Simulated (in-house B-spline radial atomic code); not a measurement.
Re⁺. Computed with a B-spline radial atomic code. Model: all-electron spherical atom, spin shells full or empty, radial basis limit, no spin-orbit coupling, Breit or QED, empty-state partial waves extrapolated as (l+1/2)^-4, RPA, G0W0 and static COHSEX of the highest shell as one setting changes (uncorrelated shells keep exact exchange).

In a row where one electron alone is correlated, RPA and GW hold only self-correlation.

Without the two-electron picture change, core correlation of heavy ions comes too large.

Given: element Re; charge 1; filled core Xe; hamiltonian one-electron scalar X2C; mean-field start PBE0; highest l of empty states 9; nuclear rms radius 5.3698 fm; highest mean-field shell 6s up.

Shell: 4f 7 7, 5d 5 0, 6s 1 0 (electrons up and down).

| lowest nl shells left uncorrelated | RPA correlation energy (hartree) | G0W0 level (eV) | G0W0 minus most complete (meV) | COHSEX level (eV) |
| --- | --- | --- | --- | --- |
| 0 | -6.5402 | -17.509 | 0 | -19.007 |
| 1 | -6.3154 | -17.509 | 0.1 | -19.007 |
| 2 | -6.1056 | -17.51 | -0.5 | -19.008 |
| 3 | -5.4995 | -17.509 | 0.1 | -19.007 |
| 4 | -5.3027 | -17.512 | -2.7 | -19.013 |
| 5 | -4.6981 | -17.511 | -1.6 | -19.012 |
| 6 | -3.7041 | -17.504 | 5.8 | -18.999 |
| 7 | -3.515 | -17.521 | -11.3 | -19.039 |
| 8 | -2.9471 | -17.523 | -13.6 | -19.049 |
| 9 | ? | ? | ? | ? |
| 10 | -1.7838 | -17.539 | -29.6 | -19.079 |
| 11 | ? | ? | ? | ? |
| 12 | -0.18375 | -17.223 | 286.3 | -18.598 |
| 13 | -0.0126 | -16.624 | 884.9 | -17.331 |

Question: What follows for lowest nl shells left uncorrelated = 11?

Answer: RPA correlation energy -1.2051 hartree; G0W0 level -17.425 eV; G0W0 minus most complete 84.6 meV; COHSEX level -18.928 eV.

Question: What follows for lowest nl shells left uncorrelated = 9?

Answer: RPA correlation energy -1.9759 hartree; G0W0 level -17.501 eV; G0W0 minus most complete 8.5 meV; COHSEX level -19.014 eV.
